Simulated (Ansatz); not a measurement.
`S=[C]1[CH2][GeH2]1`, charge 0, multiplicity 1.

Q: Give a relaxed structure at PBE0-D4/def2-TZVP (Ansatz). (An estimate is asked.)

A: The calculation gave: 
Z-matrix (Å, degrees):
```
C
C 1 1.462
Ge 1 2.001 2 66.0
H 1 1.088 2 119.8 3 127.0
H 1 1.092 2 114.3 3 -93.6
S 2 1.598 1 137.3 3 -153.6
H 3 1.526 1 111.7 2 -116.8
H 3 1.526 1 121.5 2 98.3
```
